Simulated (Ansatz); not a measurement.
System: sum formula H5Si2O3, net charge -1, singlet state. It need not be the lowest isomer of its formula. Whether it binds its extra electron was not tested at this geometry. 
Geometry from a B3LYP-D3(BJ)/def2-TZVP (Ansatz, a first-principles code) optimisation:
```
Si
O 1 1.6803
H 2 0.9608 1 110.07
O 1 1.6819 2 101.32 3 -126.90
H 4 0.9620 1 109.20 2 -154.96
O 1 1.6969 2 100.28 3 -15.15
H 6 0.9628 1 107.70 2 139.24
Si 1 2.3590 2 120.39 3 110.21
H 8 1.5411 1 91.61 2 -103.25
H 8 1.5444 9 93.71 7 71.62
```
Charge -1, spin multiplicity 1.

Total electronic energies in hartree. Cores are frozen in the correlated levels unless marked. Spin-orbit coupling is left out. Non-relativistic. CBS(X,Y): correlation extrapolated as X^-3; Hartree-Fock from the larger set.

```
level                                                program  energy (Eh)
--------------------------------------------  --------------  -----------
HF/6-31G                                              Ansatz   -805.26556
HF/6-31G*                                             Ansatz   -805.44347
HF/cc-pV(T+d)Z                                        Ansatz   -805.63385
RI-HF/cc-pV(T+d)Z                                     Ansatz   -805.63374
RI-HF/aug-cc-pV(Q+d)Z                                 Ansatz   -805.66560
RI-HF/cc-pV(Q+d)Z                                     Ansatz   -805.66339
PBE0-D4/def2-TZVPD                            Ansatz + dftd4   -807.48955
r2SCANh-D4/def2-TZVPD                         Ansatz + dftd4   -807.78992
r2SCAN0/def2-TZVPD                                    Ansatz   -807.76117
LC-wPBE-D4/def2-TZVPD                         Ansatz + dftd4   -807.66249
wB97M-V/def2-TZVPD                                    Ansatz   -807.85956
B2PLYP-D4/def2-TZVPD                          Ansatz + dftd4   -807.58516
MP2/cc-pV(D+d)Z                                       Ansatz   -806.28062
MP2/aug-cc-pV(Q+d)Z                                   Ansatz   -806.74463
SCS-MP2/cc-pV(T+d)Z                                   Ansatz   -806.60742
CCSD/6-31G*                                           Ansatz   -806.19156
CCSD/aug-cc-pV(D+d)Z                                  Ansatz   -806.42729
CCSD/aug-cc-pV(Q+d)Z                                  Ansatz   -806.76191
CCSD(T)/STO-3G                                        Ansatz   -795.73277
CCSD(T)/6-31G                                         Ansatz   -805.77610
CCSD(T)/aug-cc-pV(D+d)Z                               Ansatz   -806.45581
CCSD(T)/aug-cc-pV(T+d)Z                               Ansatz   -806.72703
CCSD(T)/CBS(aug-cc-pV(T+d)Z,aug-cc-pV(Q+d)Z)          Ansatz    -806.8516
```

Totals of different functionals don't rank their quality; only differences between species are comparable.
